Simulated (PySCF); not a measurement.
C3H7O2, SMILES CC(O)C[O], multiplicity 2.

Geometry: ωB97X-D3(BJ)/def2-SVP. The isomer is the one that the SMILES or the coordinates give; other isomers of the formula were not compared. One conformer was computed; it need not be the lowest.

These are TDA-PBE/def2-SVPD (PySCF) values and carry that method's errors.

Vertical excitations. Gas-phase values at a fixed geometry.

Q: Estimate the UV-visible absorptions. (An estimate is asked for; the answer gives what the named calculation found.)

A: 
```json
[
 {"state": "root 1", "energy (eV)": "0.50", "λ (nm)": "2491", "f": "0.000", "main pairs": "β HOMO→LUMO 100 %"},
 {"state": "root 2", "energy (eV)": "1.29", "λ (nm)": "960", "f": "0.000", "main pairs": "β HOMO−1→LUMO 100 %"},
 {"state": "root 3", "energy (eV)": "3.01", "λ (nm)": "412", "f": "0.000", "main pairs": "β HOMO−2→LUMO 100 %"},
 {"state": "root 4", "energy (eV)": "3.85", "λ (nm)": "322", "f": "0.001", "main pairs": "β HOMO−3→LUMO 93 %"},
 {"state": "root 5", "energy (eV)": "3.99", "λ (nm)": "311", "f": "0.005", "main pairs": "β HOMO−4→LUMO 92 %"},
 {"state": "root 6", "energy (eV)": "4.58", "λ (nm)": "271", "f": "0.002", "main pairs": "β HOMO−5→LUMO 92 %"},
 {"state": "root 7", "energy (eV)": "5.10", "λ (nm)": "243", "f": "0.028", "main pairs": "β HOMO−6→LUMO 86 %"},
 {"state": "root 8", "energy (eV)": "5.72", "λ (nm)": "217", "f": "0.001", "main pairs": "β HOMO→LUMO+1 99 %"},
 {"state": "root 9", "energy (eV)": "5.98", "λ (nm)": "207", "f": "0.007", "main pairs": "β HOMO−7→LUMO 92 %"},
 {"state": "root 10", "energy (eV)": "6.14", "λ (nm)": "202", "f": "0.001", "main pairs": "α HOMO→LUMO 87 %, β HOMO−1→LUMO+1 6 %"}
]
```
Unrestricted roots are not spin-pure.
